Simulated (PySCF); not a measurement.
# What a mistake does to a calculation on AlBCH3N

Calculated results; nothing here was measured. They come from PySCF 2.14.0, an open-source quantum chemistry program, on an isolated molecule that a program drew, which may never have been made. The molecule is AlBCH3N (charge 0, singlet), drawn as the SMILES string `CN=[B][Al]`.

Each row is a Hartree-Fock (HF) and frozen-core CCSD(T) single point in the cc-pV(D+d)Z basis, meant for a local HF minimum. Run 1 is clean. Each other run has one planted mistake out of seven kinds, and not every kind appears here: one electron removed, one electron added, multiplicity raised by two, geometry at a saddle point, minimal basis STO-3G, one bond length entered in bohr, all coordinates scaled. The reference is restricted for singlets and unrestricted otherwise, and also for a bond in bohr. Adding or removing an electron swaps singlet and doublet. Electrons count all cores. HOMO and LUMO are orbital energies over both spins, the gradient is its largest component, and the lowest frequency (negative if imaginary) is given only where the gradient is small. Bond lengths are over the 6 bonds as drawn. T1 is the CCSD diagnostic: over 0.02 (restricted) or 0.045 (unrestricted) a single reference is doubtful.

Geometry of the clean run:
```xyz
7
AlBCH3N, angstrom
C     1.3679   -0.7444   -0.8122
N     0.6939    0.2898   -1.4947
B     0.1035    1.1961   -2.0928
Al   -0.9536    2.8175   -3.1628
H     2.4285   -0.7625   -1.0743
H     0.9455   -1.7208   -1.0617
H     1.2935   -0.6150    0.2702
```

```
run  electrons  basis functions  <S^2>  HOMO (eV)  LUMO (eV)  gradient (hartree/bohr)  lowest frequency (cm^-1)  mean bond (Å)  longest bond (Å)      T1  HF (hartree)  CCSD(T) (hartree)                          mistake
  1         34               80  0.000      -7.90       0.64                  2.2e-05                       118         1.3560             2.212  0.0173    -360.64865         -361.13238                         no fault
  2         34               80  0.953      -8.18       0.52                  3.8e-02                         -         1.5181             2.212  0.0732    -360.53047         -361.00848  one bond length entered in bohr
  3         33               80  0.951     -14.74      -6.07                  1.7e-02                         -         1.3560             2.212  0.0373    -360.39127         -360.84597             one electron removed
  4         34               80  0.000      -8.03       0.58                  3.0e-02                         -         1.3899             2.267  0.0182    -360.64430         -361.13315                                ?
  5         34               80  2.011      -6.55       0.00                  1.6e-02                         -         1.3560             2.212  0.0227    -360.60849         -361.06787                                ?
```

**Which mistake was planted in run 4, and what did it cost?**

The mean and the longest bond both change by the same factor, 1.025, and the gradient is no longer small. So the mistake is: all coordinates scaled. Subtracting run 1 and multiplying by 627.51 kcal/mol a hartree, the energy moved by 2.7 kcal/mol in HF and -0.5 kcal/mol in CCSD(T).

**Which mistake was planted in run 5, and what did it cost?**

Electrons, basis and geometry are unchanged, and <S^2> is 2.011, beside S(S+1) = 2.00 for a multiplicity of 3. So the mistake is: multiplicity raised by two. Subtracting run 1 and multiplying by 627.51 kcal/mol a hartree, the energy moved by 25.2 kcal/mol in HF and 40.5 kcal/mol in CCSD(T).

Cautions from the logs. Run 2: T1 is over the limit, so its CCSD(T) energy is less reliable.
